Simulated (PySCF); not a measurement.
## Distorted geometries of [Gd(H2S)2]3+

[Gd(H2S)2]3+ (singlet in the valence; each metal's 4f electrons, 7 of them, lie in its core potential, out of spins and levels). PySCF 2.14.0, RKS TPSS, Gd lcecp-1-SVP with ECP53, S def2-SVP, H def2-SVP; non-relativistic Hamiltonian with scalar-relativistic core potentials where named; density fitting; no spin-orbit coupling. Relaxed geometry:

```xyz
7

Gd   -1.3400    0.0000    0.0000
S     0.3624    0.1125    2.2716
H     1.0206    1.3209    2.2850
H    -0.4109    0.3229    3.3915
S     0.3624   -0.1125   -2.2716
H     1.0206   -1.3209   -2.2850
H    -0.4109   -0.3229   -3.3915
```

**Question.** Order these distorted geometries by energy above the relaxed one, lowest first.
A.
```xyz
7

Gd   -1.3799   -0.0761   -0.0069
S     0.3252    0.0633    2.2637
H     0.9869    1.3788    2.3796
H    -0.4133    0.3302    3.3670
S     0.4864   -0.0341   -2.2688
H     1.0149   -1.2271   -2.3795
H    -0.4158   -0.4350   -3.3551
```
B.
```xyz
7

Gd   -1.3952   -0.0279   -0.0403
S     0.3015    0.0584    2.2324
H     1.0995    1.3389    2.2454
H    -0.4468    0.3518    3.3998
S     0.4274   -0.0481   -2.2874
H     0.9532   -1.3800   -2.2445
H    -0.3352   -0.2931   -3.3054
```
C.
```xyz
7

Gd   -1.3227   -0.0080    0.0258
S     0.3496    0.0554    2.2758
H     1.0389    1.3354    2.2685
H    -0.4039    0.3474    3.3976
S     0.3293   -0.1370   -2.2891
H     1.0448   -1.3274   -2.2873
H    -0.4316   -0.2657   -3.3912
```

**Answer.** C (0.10 eV), B (0.32 eV), A (0.36 eV).

**Question.** Which forces (eV/Å) act in the one that lies 0.36 eV up?

**Answer.** 
```
Gd   0.27  0.02 -0.11
S    1.09  1.73 -0.02
H   -0.63 -1.57 -0.43
H   -0.50 -0.19  0.43
S   -2.17  0.74 -1.27
H    1.06 -1.62  0.30
H    0.88  0.88  1.10
```
Forces carry noise of the integration grid, about 0.01 to 0.03 eV/Å.

No frequency check is given that shows the relaxed geometry to be a minimum. An lcecp potential fixes the number of 4f electrons, so in runs with it no electron can move into or out of that shell.
